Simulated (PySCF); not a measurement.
H8Si4, SMILES [SiH2]1[SiH2][SiH2][SiH2]1. Atoms are numbered in the order given.

```xyz
12

Si     1.1502     1.1502    -0.2848
Si     1.1502    -1.1502     0.2848
Si    -1.1502    -1.1502    -0.2848
Si    -1.1502     1.1502     0.2848
H      2.0995     2.0995     0.3966
H      1.2882     1.2882    -1.7803
H      1.2882    -1.2882     1.7803
H      2.0995    -2.0995    -0.3966
H     -2.0995    -2.0995     0.3966
H     -1.2882    -1.2882    -1.7803
H     -1.2882     1.2882     1.7803
H     -2.0995     2.0995    -0.3966
```
Charge 0, spin multiplicity 1.

The structure is a stationary point at PBE-D3(BJ)/def2-SVP.

The numbers are results of PBE-D3(BJ)/def2-SVP (PySCF 2.14.0), not measurements.

Frequencies are harmonic and unscaled.

Modes within 1.5 cm⁻¹ of each other (mostly degenerate sets) share a row, with their intensities summed.

Computed normal modes with their intensities:
```
mode   ν (cm⁻¹)  IR (km/mol)  moving atoms (share of kinetic energy)
-----  --------  -----------  --------------------------------------
1            87          0.0                         Si 64 %, H 36 %
2           174          2.8                         Si 67 %, H 33 %
3–4         276          2.3                         H 88 %, Si 12 %
5           374          8.3                         H 70 %, Si 30 %
6           390          0.0                                 Si 93 %
7–8         406          3.0                         Si 80 %, H 20 %
9           425          0.0                                 Si 92 %
10          432          0.0                                 H 100 %
11          510          0.0                         H 68 %, Si 32 %
12          520          0.0                         H 86 %, Si 14 %
13          578          0.0                                  H 97 %
14–15       630          0.1                                  H 92 %
16–17       672        204.2                         H 85 %, Si 15 %
18          695          0.0                                  H 96 %
19–20       860        302.0                                  H 95 %
21          870         42.0                                  H 97 %
22          888          0.0                                  H 94 %
23–24      2135        203.0                                  H 98 %
25         2138         45.3                                  H 98 %
26         2140          0.0                                  H 97 %
27         2156          0.0                                  H 96 %
28–29      2158        162.2                                  H 96 %
30         2163        173.8                                  H 96 %
```
